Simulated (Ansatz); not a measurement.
Two isomers of CH5NOSi: A = `NC1O[SiH2]1`, B = `C1N[SiH2]O1`.

Program: Ansatz. Geometries: PBE0-D4/def2-TZVP. ΔE: electronic, gas phase. CCSD(T)/CBS adds triple-zeta CCSD(T) − MP2 to the extrapolated MP2 energy (def2 sets, frozen cores). Functionals use def2-TZVPP. B3LYP here is the variant with VWN-RPA as its local correlation; programs differ in this. One conformer a species, not always the lowest.

Problem. Which isomer does CCSD(T)/CBS put lower? Give the gap. (An estimate is asked.)

Solution. The calculation gave: B, by 118.5 kJ/mol.

Problem. Give E(B) − E(A) in kJ/mol with PBE-D4, MP2/def2-TZVPP, B3LYP, CCSD(T)/def2-SVP, BLYP-D4, ωB97M-V, LDA (SPW92). (Estimate.)

Solution. Computed: PBE-D4 -93.9, MP2/def2-TZVPP -120.6, B3LYP -109.4, CCSD(T)/def2-SVP -113.7, BLYP-D4 -96.0, ωB97M-V -117.8, LDA (SPW92) -98.1. None reverses the order clearly.

Problem. Does the order hold for the free energy at 298.15 K (harmonic terms from PBE0-D4)? (An estimate is asked.)

Solution. Ansatz gave: Yes: G(B) − G(A) = -115.1 kJ/mol, for one conformer each.

Largest T1 diagnostic: 0.014.

From BLYP to BHLYP (50 % exact exchange), in def2-TZVPP and without D4, E(B) − E(A) moves by −35.2 kJ/mol. At CCSD(T), def2-SVP lies +4.7 kJ/mol from the extrapolated value and def2-TZVPP −1.2 kJ/mol.
